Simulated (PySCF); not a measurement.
## Adding and removing an electron: PbF

UHF-CCSD(T); basis Pb aug-cc-pVDZ-PP with ECP60, F aug-cc-pVDZ; scalar-relativistic core potentials; PySCF 2.14. Neutral (UHF): doublet (π ↑), Re = 2.081 Å, ωe = 514 cm⁻¹, De = 4.45 eV.

PbF⁺ (RHF): singlet (closed shell), Re = 2.000 Å, ωe = 619 cm⁻¹. The energies at the minima are -291.62026 hartree for PbF and -291.37199 for PbF⁺.

**Question.** Work out the adiabatic ionisation energy, without and with harmonic zero-point energies (1 hartree = 27.2114 eV, 1 eV = 8065.5 cm⁻¹), and the change of the bond length.

**Answer.** At CCSD(T): 0.24827 hartree = 6.756 eV between the minima; the zero-point term (619.0 − 514.0)/2 cm⁻¹ = +0.007 eV makes it 6.762 eV. Re changes by -8.1 pm against the neutral. The electron leaves a π orbital, and the shorter bond of the ion fits an antibonding orbital, or a change in how ionic the bond is.

Correlated steps freeze 5 core orbitals. Correlated levels converge slowly with the basis: in double zeta they bind strong bonds too weakly, by up to about 1 eV, and carry superposition errors of some tenths. These are scalar-relativistic numbers at best; spin–orbit coupling would shift them, the dissociation energy most. States were picked by a PBE0 search and need not be the measured ground states.

Neutral and ion stand on different kinds of reference determinant, which adds to the error of the difference.
